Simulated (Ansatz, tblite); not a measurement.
Removing and adding an electron: Mg4Te4. Charge 0, multiplicity 1. Geometry: PBE-D4/def2-SVP. Ansatz, gas phase; energy differences of separate SCF runs; the oxidised species was run as a doublet alone; the reduced species was run as a doublet alone.

```xyz
8

Mg   -0.404   -1.107    1.536
Mg   -0.705    1.781    0.284
Mg   -0.810   -0.771   -1.581
Mg    1.919    0.098   -0.239
Te    1.157    1.100    2.261
Te    0.576    1.581   -2.197
Te   -2.742   -0.137    0.343
Te    1.009   -2.544   -0.406
```

In the def2 sets Te takes a core potential; there is no spin–orbit coupling. The xTB rows come from tblite. HOMO above LUMO, or a gap near zero within one spin, warns that the state may not be the lowest or that an electron is smeared out. The structure comes from a short search, and lower isomers may exist.

```csv
level,−HOMO (eV),vertical IE (eV),−LUMO (eV),vertical EA (eV),HOMO–LUMO gap (eV),IE − EA (eV),remarks
GFN1-xTB,9.22,11.53,6.89,4.66,2.32,6.87,–
GFN2-xTB,7.46,10.09,4.45,1.91,3.01,8.18,–
PBE-D4/def2-TZVP,5.50,7.41,3.09,1.61,2.41,5.79,gap within one spin near zero (+1 doublet)
r2SCAN-D4/def2-TZVP,5.73,7.58,2.82,1.57,2.91,6.01,gap within one spin near zero (+1 doublet)
PBE0-D4/def2-TZVP,6.39,7.74,2.48,1.49,3.90,6.25,–
```

   Raw xTB energy differences between charge states are shifted by several eV; the methods need an empirical correction for them. Sets without diffuse functions give affinities that are too small.
